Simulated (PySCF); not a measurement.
Compound: C6H7NO.
Numbering: `[CH3:1][C:2](=[O:3])[CH2:4]/[CH:5]=[CH:6]\[C:7]#[N:8]` (hydrogens: H9, H10, H11 on C1; H12, H13 on C4; H14 on C5; H15 on C6)

Computed with PySCF at CAM-B3LYP/def2-SVPD, non-relativistic, on one gas-phase PBE0-D3(BJ)/def2-SVP geometry that isn't relaxed in the solvent. The solvent is an IEF-PCM continuum (cavity from Bondi-type radii × 1.2), and excitations are vertical TDDFT with non-equilibrium linear response and a frozen core. The model holds no explicit solvent molecules, cavitation or dispersion.

Gas-phase singlets (H = HOMO, L = LUMO):

```json
{"state": "S1", "E (eV)": "4.586", "λ (nm)": "270", "f": "0.000", "leading configurations": "H→L+1 65%, H-1→L+1 30%"}
{"state": "S2", "E (eV)": "5.931", "λ (nm)": "209", "f": "0.150", "leading configurations": "H→L 95%"}
{"state": "S3", "E (eV)": "6.305", "λ (nm)": "197", "f": "0.232", "leading configurations": "H-1→L 87%"}
{"state": "S4", "E (eV)": "6.546", "λ (nm)": "189", "f": "0.019", "leading configurations": "H-2→L 83%"}
{"state": "S5", "E (eV)": "6.876", "λ (nm)": "180", "f": "0.003", "leading configurations": "H→L+3 21%, H-1→L+3 21%"}
```

Problem. Give the list for benzene (ε = 2.271), n² = 2.25.

Solution. 
| state | E (eV) | λ (nm) | f | leading configurations | change by rank (eV) |
| --- | --- | --- | --- | --- | --- |
| S1 | 4.645 | 267 | 0.000 | H→L+1 68%, H-1→L+1 28% | +0.059 |
| S2 | 5.845 | 212 | 0.286 | H→L 96% | -0.086 |
| S3 | 6.230 | 199 | 0.223 | H-1→L 93% | -0.075 |
| S4 | 6.636 | 187 | 0.007 | H-2→L 75% | +0.090 |
| S5 | 6.853 | 181 | 0.002 | H-1→L+3 20%, H-2→L 18% | -0.023 |

Problem. How does the list change in tetrahydrofuran (ε = 7.426)?

Solution. 
| state | E (eV) | λ (nm) | f | leading configurations | change by rank (eV) |
| --- | --- | --- | --- | --- | --- |
| S1 | 4.702 | 264 | 0.000 | H→L+1 68%, H-1→L+1 28% | +0.116 |
| S2 | 5.852 | 212 | 0.279 | H→L 96% | -0.079 |
| S3 | 6.248 | 198 | 0.228 | H-1→L 93% | -0.057 |
| S4 | 6.682 | 186 | 0.007 | H-2→L 49%, H-1→L+3 11% | +0.136 |
| S5 | 6.849 | 181 | 0.001 | H-2→L 44%, H-1→L+3 13% | -0.027 |

Problem. The ground-state energy changes by -0.373 eV from gas to tetrahydrofuran. By how much does the total energy of gas-phase S1 change?

Solution. E(S1) = E(S0) + excitation energy, so it changes by -0.373 + 0.116 = -0.257 eV: it is lowered less than the ground state, which is what a blue shift means. This is the vertical state, with the slow part of the continuum still set for S0.

Problem. How do the frontier levels move from gas to tetrahydrofuran?

Solution. 
```csv
orbital,gas (eV),solvent (eV),change (eV)
LUMO+2,0.97,1.29,+0.32
LUMO+1,0.24,0.52,+0.28
LUMO,-0.50,-0.35,+0.15
HOMO,-9.21,-9.04,+0.17
HOMO-1,-9.62,-9.48,+0.14
HOMO-2,-11.20,-11.30,-0.10
HOMO-3,-12.00,-11.80,+0.20
```

The HOMO–LUMO gap goes from 8.71 to 8.69 eV. Rows go by rank; for HOMO-3 and LUMO+2 the atom shares or the degeneracy differ between the runs, so the row needn't follow one orbital.

Shape of the structure used: `[CH3:1][C:2](=[O:3])[CH2:4]/[CH:5]=[CH:6]\[C:7]#[N:8]`: C1–C2–C4–C5 -165°, C2–C4–C5–C6 147°.
